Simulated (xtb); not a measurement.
xtb input (GFN2-xTB):

```bash
xtb mol.xyz --gfn 2 --ohess tight --chrg 1 --uhf 0
```
mol.xyz:
```
16

C     -2.91665758     0.16395998     1.03362528
Si    -1.57047828     0.46859809    -0.24099785
N      0.06661412    -0.07630537     0.52656414
Si     1.48637935    -0.35527811    -0.64263524
N      2.93598722    -0.33504554     0.14291234
H     -2.98002236    -0.91114991     1.24660390
H     -2.77163234     0.73996895     1.88703802
H     -3.85124869     0.43258390     0.58081083
H     -1.32801027     1.86361283    -0.50163254
H     -1.61950609    -0.33138147    -1.40340743
H     -0.08012866    -0.88167021     1.09562798
H      0.39587040     0.65840325     1.20828591
H      1.09477432    -1.70588058    -1.19567555
H      1.28646849     0.73967079    -1.57479784
H      3.57919561     0.51278511     0.13597463
H      3.43251012    -1.19177664     0.42771210
```

Output:

```
           -------------------------------------------------
          |                Calculation Setup                |
           -------------------------------------------------

           -------------------------------------------------
          |                 G F N 2 - x T B                 |
           -------------------------------------------------

        Reference                      10.1021/acs.jctc.8b01176
      * Hamiltonian:
        H0-scaling (s, p, d)           1.850000    2.230000    2.230000
        zeta-weighting                 0.500000
      * Dispersion:
        s8                             2.700000
        a1                             0.520000
        a2                             5.000000
        s9                             5.000000
      * Repulsion:
        kExp                           1.500000    1.000000
        rExp                           1.000000
      * Coulomb:
        alpha                          2.000000
        third order                    shell-resolved
        anisotropic                    true
        a3                             3.000000
        a5                             4.000000
        cn-shift                       1.200000
        cn-exp                         4.000000
        max-rad                        5.000000

          ...................................................
          :                      SETUP                      :
          :.................................................:
          :  # basis functions                  43          :
          :  # atomic orbitals                  41          :
          :  # shells                           23          :
          :  # electrons                        32          :
          :  max. iterations                   250          :
          :  Hamiltonian                  GFN2-xTB          :
          :  restarted?                      false          :
          :  GBSA solvation                  false          :
          :  PC potential                    false          :
          :  electronic temp.          300.0000000     K    :
          :  accuracy                    1.0000000          :
          :  -> integral cutoff          0.2500000E+02      :
          :  -> integral neglect         0.1000000E-07      :
          :  -> SCF convergence          0.1000000E-05 Eh   :
          :  -> wf. convergence          0.1000000E-03 e    :
          :  Broyden damping             0.4000000          :
          :  net charge                          1          :
          :  unpaired electrons                  0          :
          ...................................................

 iter      E             dE          RMSdq      gap      omega  full diag
   1    -16.7850512 -0.167851E+02  0.614E+00    5.19       0.0  T
   2    -16.8978527 -0.112801E+00  0.467E+00    4.71       1.0  T
   3    -16.9052718 -0.741905E-02  0.352E+00    5.29       1.0  T
   4    -16.9036539  0.161792E-02  0.133E+00    5.16       1.0  T
   5    -16.9068774 -0.322356E-02  0.701E-01    5.47       1.0  T
   6    -16.9079537 -0.107624E-02  0.225E-01    5.35       1.0  T
[...]
It seems to be the C1 point group
   6 C   14 Si          1     1.8849837     1.8849837     1.8849837
   7 N   14 Si          3     1.8209115     1.8804306     1.7035060

           -------------------------------------------------
          |               Frequency Printout                |
           -------------------------------------------------
 projected vibrational frequencies (cm⁻¹)
eigval :       -0.00    -0.00    -0.00     0.00     0.00     0.00
eigval :       35.64    61.26   110.79   125.66   167.99   183.80
eigval :      222.42   438.60   479.53   504.06   546.81   549.23
eigval :      554.95   597.38   672.65   684.78   728.32   738.23
eigval :      748.17   780.12   794.42   816.01   829.12   951.27
eigval :      953.44  1100.02  1369.71  1433.61  1449.38  1482.69
eigval :     1485.78  2326.01  2337.03  2341.68  2399.03  3010.14
eigval :     3010.90  3049.77  3329.09  3347.30  3438.45  3472.98
 reduced masses (amu)
   1: 16.47   2: 11.86   3: 17.84   4: 16.98   5: 18.69   6: 21.83   7: 14.76   8:  9.20
   9: 11.69  10:  2.23  11: 10.43  12: 16.48  13: 11.43  14:  3.74  15:  4.77  16: 15.95
  17:  6.11  18:  3.66  19:  2.14  20: 11.23  21:  5.37  22:  2.13  23:  2.32  24:  1.69
  25:  2.01  26: 15.49  27:  4.24  28:  3.98  29:  4.41  30: 15.46  31:  3.25  32:  3.29
  33:  3.07  34:  1.58  35:  1.58  36:  2.04  37:  2.43  38:  1.91  39:  1.86  40:  1.90
  41:  1.86  42:  1.64  43:  1.88  44:  1.69  45:  2.03  46:  1.62  47:  1.65  48:  2.01
 IR intensities (km·mol⁻¹)
   1:  5.16   2:  2.12   3:  7.61   4:  0.65   5:  6.42   6:  7.18   7:  0.30   8:  3.90
   9:  0.57  10:  0.00  11:  6.06  12:  3.91  13: 18.13  14: 18.32  15: 54.93  16: 30.11
  17:124.62  18: 47.09  19: 38.01  20:321.14  21:151.38  22:143.44  23: 71.88  24: 28.47
  25:161.44  26:143.86  27:202.13  28:147.76  29:147.74  30: 96.42  31: 13.46  32:348.99
  33: 38.74  34:  4.14  35:  7.17  36: 92.29  37: 73.49  38:  0.93  39:359.68  40:180.99
  41:201.27  42:  8.36  43:  6.48  44:  2.58  45: 10.49  46:  7.75  47: 42.99  48: 32.85
 Raman intensities (Ä⁴*amu⁻¹)
   1:  0.00   2:  0.00   3:  0.00   4:  0.00   5:  0.00   6:  0.00   7:  0.00   8:  0.00
   9:  0.00  10:  0.00  11:  0.00  12:  0.00  13:  0.00  14:  0.00  15:  0.00  16:  0.00
  17:  0.00  18:  0.00  19:  0.00  20:  0.00  21:  0.00  22:  0.00  23:  0.00  24:  0.00
  25:  0.00  26:  0.00  27:  0.00  28:  0.00  29:  0.00  30:  0.00  31:  0.00  32:  0.00
  33:  0.00  34:  0.00  35:  0.00  36:  0.00  37:  0.00  38:  0.00  39:  0.00  40:  0.00
  41:  0.00  42:  0.00  43:  0.00  44:  0.00  45:  0.00  46:  0.00  47:  0.00  48:  0.00
 output can be read by thermo (or use thermo option).
 writing <g98.out> molden fake output.
 recommended (thermochemical) frequency scaling factor: 1.0
           -------------------------------------------------
          |             Thermodynamic Functions             |
           -------------------------------------------------

c1  symmetry found (for desy threshold:  0.10E+00) used in thermo

          ...................................................
          :                      SETUP                      :
          :.................................................:
          :  # frequencies                          42      :
          :  # imaginary freq.                       0      :
          :  linear?                             false      :
          :  only rotor calc.                    false      :
          :  symmetry                               c1      :
          :  rotational number                       1      :
          :  scaling factor                  1.0000000      :
          :  rotor cutoff                   50.0000000 cm⁻¹ :
          :  imag. cutoff                  -20.0000000 cm⁻¹ :
          :.................................................:

    mode    ω/cm⁻¹     T·S(HO)/kcal·mol⁻¹    T·S(FR)/kcal·mol⁻¹   T·S(vib)
   ------------------------------------------------------------------------
       1     35.64    -1.63623 ( 20.51%)    -1.15643 ( 79.49%)    -1.25485
       2     61.26    -1.31669 ( 69.26%)    -0.99613 ( 30.74%)    -1.21816
Note: The following floating-point exceptions are signalling: IEEE_UNDERFLOW_FLAG IEEE_DENORMAL
normal termination of xtb
       3    110.79    -0.97051 ( 96.02%)    -0.82073 (  3.98%)    -0.96454
       4    125.66    -0.89786 ( 97.55%)    -0.78343 (  2.45%)    -0.89506
       5    167.99    -0.73281 ( 99.22%)    -0.69745 (  0.78%)    -0.73253
       6    183.80    -0.68260 ( 99.46%)    -0.67081 (  0.54%)    -0.68254
       7    222.42    -0.57820 ( 99.75%)    -0.61432 (  0.25%)    -0.57829
   ------------------------------------------------------------------------

   temp. (K)  partition function   enthalpy   heat capacity  entropy
                                   cal/mol     cal/K/mol   cal/K/mol   J/K/mol
 298.15  VIB  0.147E+04             4555.494     28.794     28.132
         ROT  0.267E+06              888.752      2.981     27.810
         INT  0.392E+09             5444.246     31.775     55.942
         TR   0.108E+28             1481.254      4.968     39.909
         TOT                        6925.5004    36.7435    95.8512   401.0414

       T/K    H(0)-H(T)+PV         H(T)/Eh          T*S/Eh         G(T)/Eh
   ------------------------------------------------------------------------
    298.15    0.110365E-01    0.133279E+00    0.455420E-01    0.877369E-01
   ------------------------------------------------------------------------

         :::::::::::::::::::::::::::::::::::::::::::::::::::::
         ::                  THERMODYNAMIC                  ::
         :::::::::::::::::::::::::::::::::::::::::::::::::::::
         :: total free energy         -16.617947165363 Eh   ::
         ::.................................................::
         :: total energy              -16.705684109575 Eh   ::
         :: zero point energy           0.122242449447 Eh   ::
         :: G(RRHO) w/o ZPVE           -0.034505505234 Eh   ::
         :: G(RRHO) contrib.            0.087736944213 Eh   ::
         :::::::::::::::::::::::::::::::::::::::::::::::::::::

optimized geometry written to: xtbopt.xyz

           -------------------------------------------------
          | TOTAL ENERGY              -16.705684109575 Eh   |
          | TOTAL ENTHALPY            -16.572405172711 Eh   |
          | TOTAL FREE ENERGY         -16.617947165363 Eh   |
          | GRADIENT NORM               0.000340376259 Eh/α |
          | HOMO-LUMO GAP               5.208710835117 eV   |
           -------------------------------------------------

------------------------------------------------------------------------
------------------------------------------------------------------------
 total:
 SCF:
 ANC optimizer:
 analytical hessian:
```

It need not be the lowest isomer of its formula.
